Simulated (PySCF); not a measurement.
Excitations are Tamm–Dancoff values on a coarser integration grid. The basis has no diffuse functions, so Rydberg states are missing or too high.

**C$_{4}$H$_{4}$O, SMILES `C#CC(C)=O` (charge 0, multiplicity 1)**

All values below come from PBE-D3(BJ)/def2-TZVP (PySCF 2.14.0).

```yaml
HOMO: -6.19 eV
dipole_moment: 2.96 D
HOMO–LUMO gap: 3.33 eV
LUMO: -2.86 eV
S1 excitation (TDA): 3.56 eV
S1 oscillator strength: 0.000
brightest of the four lowest singlets (TDA): 6.02 eV
T1 excitation (TDA): 3.00 eV
S1–T1 gap (TDA): 0.56 eV
total_energy: -229.7902 Ha
cost: very roughly 80 core-seconds
```

Bond lengths (Å): C1–C2 1.214, C1–H6 1.072, C2–C3 1.456, C3–C4 1.509, C3–O5 1.223, C4–H7 1.101, C4–H8 1.096, C4–H9 1.101. Bond angles (°): C2–C1–H6 178.7, C1–C2–C3 179.9, C2–C3–C4 115.6, C2–C3–O5 120.8, C4–C3–O5 123.6, C3–C4–H7 109.9, C3–C4–H8 109.8, C3–C4–H9 109.9, H7–C4–H8 110.3, H7–C4–H9 106.7, H8–C4–H9 110.3.
